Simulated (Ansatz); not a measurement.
Cl$_{2}$H$_{5}$NSi$_{2}$, SMILES `N[Si]([SiH3])(Cl)Cl`. Total charge 0; spin multiplicity 1. The geometry is a stationary point of PBE0-D4/def2-TZVP. It is one conformer, not always the lowest.

```xyz
10

N     0.327    0.581    1.676
Si    0.462    0.617   -0.016
Si   -0.832   -1.035   -1.033
Cl   -0.137    2.495   -0.588
Cl    2.398    0.382   -0.709
H     0.528   -0.268    2.181
H     0.549    1.401    2.219
H    -2.271   -0.793   -0.757
H    -0.440   -2.358   -0.477
H    -0.585   -1.021   -2.496
```

(1) What is the dipole moment at B3LYP/def2-TZVPP? (An estimate is asked.)

(2) And with PBE, r2SCAN, ωB97M-V? (Estimate.)

(3) Give the Mulliken charges with B3LYP, ωB97M-V, PBE in def2-TZVPP. (Estimate.)

## Answers

(1) Computed: 2.21 D, with components (-0.42, -1.03, 1.90) D in this frame, pointing from negative to positive charge.

(2) The calculation gave: PBE 2.18 D, r2SCAN 2.23 D, ωB97M-V 2.21 D.

(3) Ansatz gave: 
```tsv
atom	B3LYP	ωB97M-V	PBE
N1	-0.37	-0.34	-0.36
Si2	0.57	0.49	0.49
Si3	0.14	0.04	0.08
Cl4	-0.24	-0.20	-0.21
Cl5	-0.25	-0.21	-0.21
H6	0.14	0.12	0.16
H7	0.14	0.13	0.16
H8	-0.05	-0.01	-0.03
H9	-0.05	-0.02	-0.04
H10	-0.04	0.00	-0.03
```

B3LYP here is the variant with VWN-RPA as its local correlation; programs differ in this.
